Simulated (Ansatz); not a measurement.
A made-up structure of CH$_{2}$InO, doublet:

```
5
angstrom
O -0.5834 -0.6563 0.1960
C -1.6283 -0.4362 -0.3441
In 0.8658 1.0859 0.4655
H -0.4089 -1.5251 0.5905
H 1.7282 1.6642 -0.9682
```

It is relaxed with PBE-D4/def2-SVP and then PBE0-D4/def2-TZVP (Ansatz 0.2.0). Atoms count as bonded within 1.22 times the sum of their covalent radii (H–H: 0.88 Å). The end point is not checked to be a true minimum.

Question: Does its bonding change? (Judge from chemistry; the calculation decides.)

Answer: The calculation gives: Yes. Formed: C2–In3, C2–H5; broken: O1–In3, In3–H5.

Where it ends: The first stage lowers the energy by 3.95 eV in 34 steps. It ends as CH₂InO ([OH][CH][In]):
O1  (-0.349, -1.076, -0.166)
C2  (0.286, 0.122, -0.207)
In3  (0.008, 2.100, 0.784)
H4  (-1.090, -1.030, 0.444)
H5  (1.118, 0.017, -0.915)
(Å)

Labels in which every atom is bracketed show which atoms are joined, not bond orders.

For scale, one of the runs: PBE0-D4/def2-TZVP relaxation, 124 basis functions, launched by `ansatz run in.yaml --threads 2 --pin off --events-out ev --progress --plain --max-ram 4352MiB`. The run took about 27 s on 2 CPU threads of an Arm Neoverse V1 (shared host).
